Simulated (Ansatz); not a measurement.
`CN[Si](Cl)(Cl)NC` + HCl → `CN[Si](Cl)(Cl)Cl` + CH₃NH₂ at 298.15 K and 1 bar (ligand exchange at the Si–N bond).

Gas-phase electronic energies from Ansatz, PBE0-D4/def2-TZVP geometries. CCSD(T)/CBS is the MP2 limit (def2-TZVPP, def2-QZVPP) plus CCSD(T) − MP2 in def2-TZVPP, frozen cores. This one scheme is used for every species. One conformer a species, not always the lowest.

| species | CCSD(T)/CBS energy (Eh) | H − E (kJ/mol) | S (J/(mol·K)) |
| --- | --- | --- | --- |
| `CN[Si](Cl)(Cl)NC` | -1399.12991 | 330.0 | 417.8 |
| HCl | -460.38127 | 26.6 | 186.8 |
| `CN[Si](Cl)(Cl)Cl` | -1763.76586 | 184.0 | 395.6 |
| CH₃NH₂ | -95.75281 | 180.0 | 240.4 |

H − E and S are ideal-gas, rigid-rotor, harmonic terms from PBE0-D4/def2-TZVP, for one conformer and one mirror image of each species. 1 Eh = 2625.50 kJ/mol, R = 8.31446 J/(mol·K).

Q: By hand: ΔE, ΔH, ΔS and ΔG.

A: ΔE = (-1763.76586) + (-95.75281) − (-1399.12991) − (-460.38127) = -0.00749 Eh = -19.7 kJ/mol. Δ(H − E) = 184.0 + 180.0 − 330.0 − 26.6 = 7.4, so ΔH = -12.3 kJ/mol. ΔS = 395.6 + 240.4 − 417.8 − 186.8 = 31.4 J/(mol·K). ΔG = -12.3 − 298.15 × (31.4)/1000 = -21.7 kJ/mol.

Q: By hand: the equilibrium constant, and the temperature at which ΔG would vanish if ΔH and ΔS stayed fixed.

A: log₁₀ K = −ΔG/(RT ln 10) = 3.8. ΔH and −TΔS have one sign here, so there is no such temperature.

TΔS isn't small against ΔH here. A doubt of 5 kJ/mol in ΔE shifts log₁₀ K by 0.9 here. Other conformers and mirror images would add mixing entropy, several J/(mol·K) or more a flexible species. Modes under 60 cm⁻¹, often nearly free rotors, make the harmonic entropy too high. These are equilibria of isolated gas molecules and say nothing of rates. Largest T1 diagnostic: 0.009 (customary marks: 0.02 for closed shells, 0.045 for open ones).
